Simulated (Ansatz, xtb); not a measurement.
**Relative energy of two isomers of C5H9F2+**

We compare I, `C[C+](C)C(C)(F)F`, a singlet, with II, `C[C+](CF)[C@H](C)F`, a singlet. Both are isolated ions in the gas phase, relaxed with r2SCAN-D4/def2-SVP; the shapes shown needn't be the lowest conformers.

I (Å):

```yaml
atoms:
  - { symbol: C, position_ang: [-2.6535, 0.1829, 0.6737] }
  - { symbol: C, position_ang: [-1.3967, 0.4815, 1.3176] }
  - { symbol: C, position_ang: [-1.2740, 1.2756, 2.5165] }
  - { symbol: C, position_ang: [-0.1382, -0.1416, 0.7448] }
  - { symbol: C, position_ang: [0.4766, 0.8032, -0.2717] }
  - { symbol: F, position_ang: [0.7273, -0.3841, 1.7558] }
  - { symbol: F, position_ang: [-0.4596, -1.3215, 0.1666] }
  - { symbol: H, position_ang: [-2.8749, -0.8509, 1.0466] }
  - { symbol: H, position_ang: [-2.5559, 0.0110, -0.4112] }
  - { symbol: H, position_ang: [-3.4866, 0.8417, 0.9470] }
  - { symbol: H, position_ang: [-1.1908, 0.4917, 3.3139] }
  - { symbol: H, position_ang: [-0.3010, 1.7868, 2.6034] }
  - { symbol: H, position_ang: [-2.1358, 1.9148, 2.7434] }
  - { symbol: H, position_ang: [0.7777, 1.7540, 0.1878] }
  - { symbol: H, position_ang: [1.3778, 0.2837, -0.6382] }
  - { symbol: H, position_ang: [-0.1983, 0.9828, -1.1191] }
```

II (Å):

```xyz
16

C    -1.9925    0.0706   -0.3865
C    -0.8277    0.7113   -0.9601
C     0.0943   -0.0363   -1.8155
C    -0.5623    2.1229   -0.6772
C     0.6857    2.2266    0.2358
F     1.0895    0.7155   -2.3376
F    -1.6341    2.7002   -0.0651
H    -2.0742   -1.0079   -0.5693
H    -2.8801    0.6096   -0.7870
H    -2.0572    0.3230    0.6909
H     0.5039   -0.8904   -1.2280
H    -0.5087   -0.5112   -2.6235
H    -0.3398    2.6468   -1.6323
H     0.7837    3.2949    0.4778
H     0.5295    1.6619    1.1654
H     1.5915    1.8854   -0.2804
```

Quicker runs give these differences E(II) − E(I): GFN2-xTB +19.2 kJ/mol; HF/STO-3G +39.4 kJ/mol (at GFN2-xTB geometries); r2SCAN-D4/def2-SVP//GFN2-xTB +42.5 kJ/mol.

Task: Estimate E(II) − E(I) at the level CCSD(T)/def2-SVP + ΔMP2/def2-TZVPP.

Result: Calculated at CCSD(T)/def2-SVP + ΔMP2/def2-TZVPP: E(II) − E(I) = +37.6 kJ/mol, so structure I lies lower.

Level by level:

```csv
level,geometry,E(II) − E(I) (kJ/mol),departure from the last row (kJ/mol),"job, with rough time for the two"
GFN2-xTB,GFN2-xTB,+19.2,−18.4,"optimisation, 0.19 s"
HF/STO-3G,GFN2-xTB,+39.4,+1.8,"single point, 0.4 s"
r2SCAN-D4/def2-SVP//GFN2-xTB,GFN2-xTB,+42.5,+4.9,"single point, 3.9 s"
r2SCAN-D4/def2-SVP,r2SCAN-D4/def2-SVP,+42.1,+4.5,"optimisation, 43 s"
HF/def2-SVP,r2SCAN-D4/def2-SVP,+40.7,+3.1,part of the CCSD(T) run
MP2/def2-SVP,r2SCAN-D4/def2-SVP,+46.1,+8.5,part of the CCSD(T) run
CCSD(T)/def2-SVP,r2SCAN-D4/def2-SVP,+43.0,+5.4,single point
CCSD(T)/def2-SVP + ΔMP2/def2-TZVPP,r2SCAN-D4/def2-SVP,+37.6,,"single point, 84 s"
```

As drawn, both hold the same kinds of bond in the same numbers. Structure I has 3 methyl groups, II 2.

The levels shown agree on the order. The largest departure from CCSD(T)/def2-SVP + ΔMP2/def2-TZVPP is that of GFN2-xTB, 18.4 kJ/mol. The last row adds to CCSD(T) the change of the MP2 difference between the two basis sets, here −5.4 kJ/mol.

With thermal terms from frequencies at re-optimised GFN2-xTB minima (ideal gas, soft modes damped towards free rotors, one conformer each, 298.15 K, 1 atm): the zero-point term adds +3.8 kJ/mol; ΔH is +39.6 and ΔG +43.7 kJ/mol.

The correlated steps freeze 7 core orbitals. Mirror images aren't counted in ΔG. Run with Ansatz 0.2.0, xtb 6.7.1; the last row on 4 threads of Arm Neoverse V1 on a shared host.
